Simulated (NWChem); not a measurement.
System: SiN$_{2}$H$_{4}$Cl$_{2}$; SMILES N[Si](N)(Cl)Cl

The following NWChem deck was run.

```
start job
memory heap 200 mb stack 900 mb global 1100 mb
geometry units angstroms noautosym nocenter noautoz
  N      0.289156    -1.362028    -1.371088
  Si     0.000000     0.000000    -0.367398
  N     -0.289156     1.362028    -1.371088
  Cl     1.662733     0.084694     0.893424
  Cl    -1.662733    -0.084694     0.893424
  H     -0.427782    -1.628840    -2.050509
  H      0.755662    -2.179206    -0.971654
  H      0.427782     1.628840    -2.050509
  H     -0.755662     2.179206    -0.971654
end
basis spherical
  * library def2-svp
end
dft
  xc xpbe96 cpbe96
  iterations 150
end
task dft gradient
```

Excerpt of the output:

```
             Northwest Computational Chemistry Package (NWChem) 7.3.0
             --------------------------------------------------------

                             Geometry "geometry" -> ""
                             -------------------------

 Output coordinates in angstroms (scale by  1.889725989 to convert to a.u.)

  No.       Tag          Charge          X              Y              Z
 ---- ---------------- ---------- -------------- -------------- --------------
    1 N                    7.0000     0.28915600    -1.36202800    -1.37108800
    2 Si                  14.0000     0.00000000     0.00000000    -0.36739800
    3 N                    7.0000    -0.28915600     1.36202800    -1.37108800
    4 Cl                  17.0000     1.66273300     0.08469400     0.89342400
    5 Cl                  17.0000    -1.66273300    -0.08469400     0.89342400
    6 H                    1.0000    -0.42778200    -1.62884000    -2.05050900
    7 H                    1.0000     0.75566200    -2.17920600    -0.97165400
    8 H                    1.0000     0.42778200     1.62884000    -2.05050900
    9 H                    1.0000    -0.75566200     2.17920600    -0.97165400

 Effective nuclear repulsion energy (a.u.)     369.5409449414

  pbe96 is a nonlocal functional; adding pw91lda local functional.

                                 NWChem DFT Module
                                 -----------------

 Summary of "ao basis" -> "ao basis" (spherical)
 ------------------------------------------------------------------------------
       Tag                 Description            Shells   Functions and Types
 ---------------- ------------------------------  ------  ---------------------
 N                          def2-svp                 6       14   3s2p1d
 Si                         def2-svp                 8       18   4s3p1d
 Cl                         def2-svp                 8       18   4s3p1d
 H                          def2-svp                 3        5   2s1p

            General Information
            -------------------
          SCF calculation type: DFT
          Wavefunction type:  closed shell.
          No. of atoms     :     9
          No. of electrons :    66
           Alpha electrons :    33
            Beta electrons :    33
          Charge           :     0
          Spin multiplicity:     1
          Use of symmetry is: off; symmetry adaption is: off
          Maximum number of iterations: 150
          AO basis - number of functions:   102
                     number of shells:    48
          Convergence on energy requested:  1.00D-06
          Convergence on density requested:  1.00D-05
          Convergence on gradient requested:  5.00D-04

              XC Information
              --------------
          PerdewBurkeErnzerhof Exchange Functional  1.000
            Perdew 1991 LDA Correlation Functional  1.000 local
           PerdewBurkeErnz. Correlation Functional  1.000 non-local

             Grid Information
             ----------------
          Grid used for XC integration:  medium
          Radial quadrature: Mura-Knowles
          Angular quadrature: Lebedev.
          Tag              B.-S. Rad. Rad. Pts. Rad. Cut. Ang. Pts.
          ---              ---------- --------- --------- ---------
          N                   0.65       49          10.0       434
          Si                  1.10       88           8.0       590
          Cl                  1.00       88          11.0       590
          H                   0.35       45          12.0       434
          Grid pruning is: on
          Number of quadrature shells:   542
          Spatial weights used:  Erf1

      Superposition of Atomic Density Guess
      -------------------------------------

 Sum of atomic energies:       -1317.87106195

      Non-variational initial energy
      ------------------------------

 Total energy =   -1319.685340
 1-e energy   =   -2556.239095
 2-e energy   =     867.012811
 HOMO         =      -0.360649
 LUMO         =       0.056593

   convergence    iter        energy       DeltaE   RMS-Dens  Diis-err
 ---------------- ----- ----------------- --------- --------- ---------
 d= 0,ls=0.0,diis     1  -1320.7608318817 -1.69D+03  1.45D-02  8.63D-01
 d= 0,ls=0.0,diis     2  -1320.6926804508  6.82D-02  9.78D-03  1.25D+00
 d= 0,ls=0.0,diis     3  -1320.8381186598 -1.45D-01  2.21D-03  8.97D-02
 d= 0,ls=0.0,diis     4  -1320.8476925616 -9.57D-03  9.07D-04  8.88D-03
 d= 0,ls=0.0,diis     5  -1320.8488692578 -1.18D-03  1.55D-04  4.08D-04
  Resetting Diis
 d= 0,ls=0.0,diis     6  -1320.8489194526 -5.02D-05  2.47D-05  4.85D-06
 d= 0,ls=0.0,diis     7  -1320.8489200247 -5.72D-07  1.20D-05  3.48D-07
 d= 0,ls=0.0,diis     8  -1320.8489200242  4.92D-10  5.99D-06  3.42D-07

         Total DFT energy =    -1320.848920024228
      One electron energy =    -2560.099075316540
           Coulomb energy =      961.876494518603
    Exchange-Corr. energy =      -92.167284167733
 Nuclear repulsion energy =      369.540944941443

 Numeric. integr. density =       65.999994941520

[...]

                         DFT ENERGY GRADIENTS

    atom               coordinates                        gradient
                 x          y          z           x          y          z
   1 N       0.546426  -2.573860  -2.590981   -0.000053   0.000234   0.000172
   2 Si      0.000000   0.000000  -0.694282   -0.000000  -0.000000   0.000011
   3 N      -0.546426   2.573860  -2.590981    0.000053  -0.000234   0.000172
   4 Cl      3.142110   0.160048   1.688327   -0.000484  -0.000021  -0.000398
   5 Cl     -3.142110  -0.160048   1.688327    0.000484   0.000021  -0.000398
   6 H      -0.808391  -3.078061  -3.874900    0.000011   0.000154   0.000117
   7 H       1.427994  -4.118102  -1.836160   -0.000043   0.000185   0.000103
   8 H       0.808391   3.078061  -3.874900   -0.000011  -0.000154   0.000117
   9 H      -1.427994   4.118102  -1.836160    0.000043  -0.000185   0.000103
```

Level: PBE/def2-SVP. Structure relaxed at the PBE-D3(BJ)/def2-SVP level.
